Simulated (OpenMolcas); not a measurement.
Ionisation energies of rhenium

```yaml
Program: OpenMolcas
Basis: ANO-R3 [10s7p6d4f2g1h]
Scalar_Hamiltonian: X2C, finite nucleus
Spin-orbit_coupling: state interaction with AMFI integrals over the reference wave functions, term energies averaged over their components
```

Active shells in each charge state: the valence d, s shells, with orbitals averaged over the low states. Where CASPT2's correlated closed shells are named, they are those of the first ion.

A. CASSCF
B. SS-CASPT2, IPEA 0.25 Eh, imaginary shift 0.1 Eh (closed shells correlated: 5s 5p)
C. SS-CASPT2, IPEA 0 Eh, imaginary shift 0.1 Eh (closed shells correlated: 5s 5p)
D. SS-CASPT2, IPEA 0.25 Eh, imaginary shift 0.1 Eh (closed shells correlated: 4f 5s 5p)

Energies in eV between the lowest computed levels, named as in B; reference values from the NIST Atomic Spectra Database with their kind.

| From | To | A | B | C | D | Spin-orbit share in B | Reference |
| --- | --- | --- | --- | --- | --- | --- | --- |
| Re 5d⁵ 6s² ⁶S_5/2 | Re+ 5d⁵ 6s ⁷S₃ | 5.257 | 7.923 | 8.086 | 7.918 | +0.000 | 7.834 (measured) |
| Re+ 5d⁵ 6s ⁷S₃ | Re2+ 5d⁵ ⁶S_5/2 | 15.711 | 16.801 | 16.927 | 16.919 | +0.000 | 16.600 (semi-empirical) |

Error against the reference values, in %:

```csv
From,Reference,A,B,C,D
Re,measured,-32.9,+1.1,+3.2,+1.1
Re+,semi-empirical,-5.4,+1.2,+2.0,+1.9
```

Absolute error against the one measured value: A 2.58 eV, B 0.09 eV, C 0.25 eV, D 0.08 eV.

The lowest level within the active space need not be the ion's true ground level.
